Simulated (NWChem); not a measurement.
CAgFO; SMILES [C-](->[Ag][F])#[O+]

def2 effective core potentials on Ag; no spin-orbit coupling.

Problem. Give the equilibrium geometry at PBE0/def2-SVP with def2 effective core potentials on Ag (NWChem) as a list of bonds and angles, with the point group.

Solution. point group C*v; any orientation.
Bonds (Å): Ag1–F2 1.931, Ag1–C4 1.956, O3–C4 1.128. Angles (°): F2–Ag1–C4 179.8, Ag1–C4–O3 179.7.
